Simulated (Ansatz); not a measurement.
Geometry optimisation, RKS PBE0-D4/def2-SVP (Ansatz).

The input (input.yaml):

```yaml
crystal:
  periodic: [false, false, false]
  atoms:
    - { symbol: B, position_ang: [0.015769, 0.25715, -0.088328] }
    - { symbol: F, position_ang: [0.036171, 0.386233, 1.225154] }
    - { symbol: Cl, position_ang: [1.521829, 0.314663, -0.956322] }
    - { symbol: Cl, position_ang: [-1.519324, 0.157384, -0.900198] }
    - { symbol: Br, position_ang: [0.07379, -2.787555, 1.023702] }
    - { symbol: H, position_ang: [0.016465, -1.611075, 1.948292] }
basis:
  gaussian: { orbitals: def2-SVP }
hamiltonian:
  xc: pbe0
  dispersion: d4
relax:
  f_tol: 0.03
  max_steps: 50
```

Command:

```bash
$ ansatz run input.yaml --threads 2 --pin off --max-ram 3072MiB --backend cpu --events-out ev --progress --plain --runs-dir out
```

Problem. Where does it end, and by what steps?

Solution. The run converged. After 11 steps the energy has fallen by 0.097 eV; H6 moved furthest, 0.29 Å.

| step | energy less start (eV) | largest force component (eV/Å) | accepted |
| --- | --- | --- | --- |
| 0 | 0.0000 | 1.371 | yes |
| 1 | 0.0121 | 1.376 | no |
| 2 | -0.0813 | 0.274 | yes |
| 3 | -0.0916 | 0.162 | yes |
| 4 | -0.0951 | 0.201 | yes |
| 5 | -0.0954 | 0.208 | yes |
| 6 | -0.0955 | 0.199 | yes |
| 7 | -0.0962 | 0.162 | yes |
| 8 | -0.0929 | 0.624 | no |
| 9 | -0.0968 | 0.049 | yes |
| 10 | -0.0931 | 0.234 | no |
| 11 | -0.0971 | 0.007 | yes |

```xyz
6
Properties=species:S:1:pos:R:3
B 0.001 0.360 -0.139
F 0.005 0.528 1.167
Cl 1.519 0.321 -0.990
Cl -1.523 0.241 -0.970
Br 0.086 -2.870 1.090
H 0.057 -1.863 2.095
```

Whether the end is a true minimum wasn't checked by a vibrational analysis.

Run time: 19 s on 2 threads of Intel(R) Xeon(R) 6975P-C (Granite Rapids), on a shared host, peak memory 0.26 GiB.
